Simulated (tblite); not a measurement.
Species: C₇H₁₅B.
Numbering: `[CH3:1][CH2:2][CH2:3][C@@H:4]1[BH:5][CH2:6][CH2:7][CH2:8]1` (hydrogens: H9, H10, H11 on C1; H12, H13 on C2; H14, H15 on C3; H16 on C4; H17 on B5; H18, H19 on C6; H20, H21 on C7; H22, H23 on C8)

Computed with GFN2-xTB (tblite), gas phase: L-BFGS steps from a force-field or distance-geometry start until the largest atomic force falls under 0.01 eV/Å.

Step 37: E = -649.4429 eV
```
atom  x, y, z in Å  |  force x, y, z in eV/Å
C1      3.3773    0.1884    0.4388    0.007  -0.013   0.009
C2      2.0296   -0.5126    0.3378   -0.044   0.018  -0.032
C3      1.0201    0.3437   -0.4228   -0.054   0.015  -0.018
C4     -0.3694   -0.3001   -0.5319   -0.015   0.016   0.021
B5     -1.4026    0.4961   -1.4298    0.042   0.003   0.026
C6     -2.7332    0.6180   -0.6051    0.001  -0.028  -0.019
C7     -2.5779   -0.4000    0.5346    0.014  -0.024   0.002
C8     -1.0783   -0.4443    0.8326    0.017   0.012   0.010
H9      4.0962   -0.4351    0.9627    0.041  -0.019   0.031
H10     3.7695    0.4059   -0.5522    0.004   0.005  -0.007
H11     3.2754    1.1262    0.9802    0.017   0.016   0.002
H12     1.6508   -0.7185    1.3411    0.024  -0.009  -0.019
H13     2.1515   -1.4671   -0.1801    0.005  -0.010   0.026
H14     1.4016    0.5403   -1.4281    0.010  -0.033   0.012
H15     0.9183    1.3100    0.0783    0.021  -0.001   0.011
H16    -0.2285   -1.3033   -0.9583   -0.031   0.041   0.001
H17    -1.1798    0.9404   -2.4856   -0.034   0.004  -0.016
H18    -2.7724    1.6286   -0.1833   -0.011  -0.021  -0.014
H19    -3.6686    0.4794   -1.1460   -0.028   0.032  -0.014
H20    -2.9078   -1.3796    0.1840   -0.012  -0.023  -0.001
H21    -3.1649   -0.1437    1.4179    0.009  -0.001  -0.008
H22    -0.8008   -1.3542    1.3654    0.008   0.001  -0.016
H23    -0.8110    0.4085    1.4597    0.006   0.019   0.015
```

Step 38: E = -649.4436 eV
```
atom  x, y, z in Å  |  force x, y, z in eV/Å
C1      3.3773    0.1878    0.4391    0.025  -0.005   0.009
C2      2.0298   -0.5140    0.3378   -0.018   0.013  -0.015
C3      1.0218    0.3422   -0.4238   -0.047   0.016  -0.013
C4     -0.3691   -0.2966   -0.5305   -0.031   0.013   0.023
B5     -1.4027    0.4997   -1.4271    0.024   0.013   0.002
C6     -2.7349    0.6186   -0.6038    0.013  -0.023  -0.036
C7     -2.5773   -0.4014    0.5337    0.003  -0.014   0.005
C8     -1.0776   -0.4415    0.8341   -0.005   0.006   0.021
H9      4.0979   -0.4340    0.9631    0.030  -0.021   0.032
H10     3.7700    0.4051   -0.5516    0.003   0.005  -0.014
H11     3.2756    1.1264    0.9795    0.012   0.010   0.002
H12     1.6526   -0.7195    1.3416    0.012  -0.009  -0.019
H13     2.1533   -1.4689   -0.1788    0.000  -0.012   0.022
H14     1.4042    0.5340   -1.4297    0.004  -0.023   0.009
H15     0.9232    1.3096    0.0754    0.022   0.006   0.008
H16    -0.2338   -1.2993   -0.9595   -0.023   0.028   0.003
H17    -1.1840    0.9423   -2.4850   -0.026   0.001  -0.003
H18    -2.7766    1.6303   -0.1833   -0.019  -0.047  -0.011
H19    -3.6687    0.4759   -1.1471   -0.019   0.043  -0.004
H20    -2.9050   -1.3809    0.1789    0.005  -0.011   0.010
H21    -3.1679   -0.1492    1.4159    0.016  -0.002  -0.002
H22    -0.8007   -1.3507    1.3685    0.018  -0.001  -0.025
H23    -0.8123    0.4113    1.4629   -0.001   0.015  -0.003
```

Step 39: E = -649.4441 eV
```
atom  x, y, z in Å  |  force x, y, z in eV/Å
C1      3.3776    0.1872    0.4395    0.031   0.001   0.005
C2      2.0297   -0.5148    0.3374    0.015   0.005   0.003
C3      1.0222    0.3414   -0.4248   -0.017   0.010   0.001
C4     -0.3696   -0.2938   -0.5292   -0.029   0.012   0.017
B5     -1.4024    0.5022   -1.4254    0.000   0.027  -0.028
C6     -2.7359    0.6181   -0.6035    0.011  -0.018  -0.038
C7     -2.5769   -0.4028    0.5332   -0.007  -0.003   0.002
C8     -1.0772   -0.4393    0.8355   -0.022   0.002   0.023
H9      4.0997   -0.4337    0.9639    0.010  -0.015   0.022
H10     3.7705    0.4047   -0.5513    0.002   0.002  -0.011
H11     3.2762    1.1267    0.9791    0.009  -0.001   0.000
H12     1.6541   -0.7203    1.3417   -0.001  -0.006  -0.013
H13     2.1546   -1.4704   -0.1775   -0.005  -0.009   0.015
H14     1.4061    0.5289   -1.4307   -0.004  -0.012   0.003
H15     0.9272    1.3094    0.0735    0.019   0.014   0.003
H16    -0.2382   -1.2958   -0.9603   -0.018   0.013   0.005
H17    -1.1874    0.9446   -2.4850   -0.019  -0.007   0.018
H18    -2.7794    1.6304   -0.1838   -0.019  -0.058  -0.006
H19    -3.6695    0.4744   -1.1478   -0.007   0.042   0.002
H20    -2.9030   -1.3822    0.1755    0.018  -0.003   0.019
H21    -3.1698   -0.1533    1.4144    0.017  -0.001   0.002
H22    -0.8001   -1.3482    1.3704    0.024  -0.002  -0.028
H23    -0.8132    0.4137    1.4652   -0.008   0.008  -0.014
```

Question: Estimate the geometry and energy of step 40. (The exact step hangs on the optimiser's Hessian estimate; all steps are aligned on step 39, rigid shifts and turns removed.)

Answer: E = -649.4446 eV, largest force 0.055 eV/Å
```
atom  x, y, z in Å  |  force x, y, z in eV/Å
C1      3.3785    0.1866    0.4399    0.027   0.003   0.000
C2      2.0298   -0.5153    0.3371    0.038  -0.004   0.019
C3      1.0223    0.3408   -0.4256    0.018   0.003   0.015
C4     -0.3705   -0.2913   -0.5277   -0.017   0.016   0.005
B5     -1.4021    0.5050   -1.4242   -0.027   0.019  -0.024
C6     -2.7366    0.6175   -0.6039    0.004  -0.014  -0.027
C7     -2.5766   -0.4040    0.5326   -0.015   0.005  -0.002
C8     -1.0772   -0.4373    0.8370   -0.027   0.000   0.011
H9      4.1014   -0.4336    0.9651   -0.010  -0.006   0.009
H10     3.7709    0.4043   -0.5513    0.004  -0.003  -0.004
H11     3.2767    1.1269    0.9787    0.008  -0.012  -0.002
H12     1.6554   -0.7212    1.3414   -0.010  -0.002  -0.004
H13     2.1556   -1.4718   -0.1760   -0.007  -0.004   0.006
H14     1.4075    0.5243   -1.4315   -0.014  -0.002  -0.002
H15     0.9308    1.3095    0.0719    0.014   0.017  -0.003
H16    -0.2422   -1.2926   -0.9607   -0.014   0.001   0.006
H17    -1.1906    0.9461   -2.4845   -0.006  -0.001   0.009
H18    -2.7824    1.6294   -0.1841   -0.015  -0.053   0.001
H19    -3.6702    0.4740   -1.1486   -0.003   0.033   0.001
H20    -2.9010   -1.3835    0.1730    0.026  -0.002   0.024
H21    -3.1710   -0.1568    1.4133    0.013   0.002   0.004
H22    -0.7992   -1.3461    1.3715    0.025  -0.003  -0.025
H23    -0.8142    0.4160    1.4668   -0.014   0.005  -0.018
```

The energy changes by -0.0005 eV. The first-order estimate −F·Δx gives -0.0006 eV and the mean of the old and new forces, exact on a quadratic surface, -0.0005 eV. The step makes an angle of 70° with the force vector and moves no atom by more than 0.005 Å.

The cost below is that of the whole relaxation. The run took 1.2 s on Arm Neoverse N1, one thread (shared host).
